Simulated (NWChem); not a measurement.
Molecule: B3H2O3, doublet; SMILES B1O[B]OBO1

```xyz
8

B      0.0000     0.0000     1.4246
O     -1.1943     0.0000     0.7537
B     -1.1978     0.0000    -0.6284
O      0.0000     0.0000    -1.3064
B      1.1978     0.0000    -0.6284
O      1.1943     0.0000     0.7537
H     -2.2264     0.0000    -1.2236
H      2.2264     0.0000    -1.2236
```
Atoms are numbered in this order, from 1.

Results from NWChem. Pople sets run with spherical d functions. Spin-unrestricted. In the optimisation the excess spin sits in a1 (C2v, its own frame). Geometry: optimised at B3LYP/6-31G* (spherical d), spin-unrestricted. No stability test was run on the SCF state.

**Question.** Predict the results for CAM-B3LYP/6-31G*. Quantities: highest occupied level (eV); lowest empty minus highest occupied level, either spin (eV); dipole (D).

**Answer.** 
```json
{
  "highest occupied level (eV)": "-7.69",
  "lowest empty minus highest occupied level, either spin (eV)": "7.50",
  "dipole (D)": "0.53"
}
```
